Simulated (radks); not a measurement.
The numbers below are computed, except where a source is named.
Task: The mean radii <r> (bohr) of the occupied orbitals of an atom or ion are listed with their occupations. Code: a radial shooting solver on a logarithmic mesh with Libxc functionals. Model: non-relativistic Kohn-Sham, r2SCAN, spin-polarised, spherical densities, point nucleus; meta-GGA in the generalised Kohn-Sham scheme.

orbital  occ.      <r>
1s up       1  0.07361
1s down     1  0.07361
2s up       1   0.3451
2s down     1   0.3449
2p up       3   0.3083
2p down     3   0.3081
3s up       1    1.082
3s down     1    1.083
3p up       3    1.171
3p down     3    1.167
4s up       1    3.347
3d up       1    1.707

Name the element and its charge. Open shells, if any, are filled with parallel spins first.

Result: Z = 21, scandium, charge +1: Sc+ in [Ar] 3d1 4s1. The 1s radius gives Z: for a bare nucleus <r> = 1.5/Z, 0.07143 bohr for Z = 21, and screening makes it slightly larger (0.07361 here). The occupations add up to 20, and the charge is Z minus that.
